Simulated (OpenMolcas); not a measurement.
**Cu2+: moving the ligands**

Cu2+ with 4 ligands (chloride) in tetrahedral coordination (Td) at 2.33 Å. A charge of +0.5 e stands 3.2 Å behind each ligand. Ligand basis ANO-RCC-VDZP.
```
Cu    0.0000    0.0000    0.0000
Cl    1.3452    1.3452    1.3452
Cl    1.3452   -1.3452   -1.3452
Cl   -1.3452    1.3452   -1.3452
Cl   -1.3452   -1.3452    1.3452
```

```
Program             : OpenMolcas
Method              : CASSCF
Basis               : ANO-RCC-VDZP [5s4p2d1f]
Scalar Hamiltonian  : DKH2, point nucleus
Active space        : 9 electrons in 5 orbitals (3d)
State averaging     : 2S+1 = 2 even, 5 roots
Spin-orbit coupling : state interaction with AMFI integrals over the reference wave functions
```

Runs around this geometry, states (labels of Td). Energies in cm-1 above the lowest state or level, χT in cm3 K/mol; under a threefold ground state the first gap can be a small split of the lowest multiplet, not the spin-orbit step; 10Dq is the gap between the two states; 10Dq is negative for this site.

| R (Å) | Ground state | First state of that spin | 10Dq | First gap with spin-orbit (degeneracies) | χT at 300 K |
| --- | --- | --- | --- | --- | --- |
| 2.3 | 2T2 | 2E 2006 | -2006 | 720.8 (2, 4) | 0.932 |
| 2.33 | 2T2 | 2E 1860 | -1860 | 695.1 (2, 4) | 0.960 |
| 2.46 | 2T2 | 2E 1347 | -1347 | 578.3 (2, 4) | 1.091 |

Taking |10Dq| as R^-n, n = -ln(1347 / 2006) / ln(2.46 / 2.3) = 5.9 between the shortest and longest distance. The point-charge formula for a cubic d site gives n = 5.

An orbital triplet at a regular site is open to Jahn-Teller coupling, which can distort the site and quench the lowest spin-orbit gaps and is left out. Ligand-to-metal charge-transfer states are missing. With metal d orbitals alone and no dynamic correlation the field as a rule comes out too small, by tens of per cent, by up to half for chloride and softer ligands, and with too little covalency χT stands high. No measured value stands beside these numbers; the geometry is a model, was not optimised and need not be the one that this ion takes.
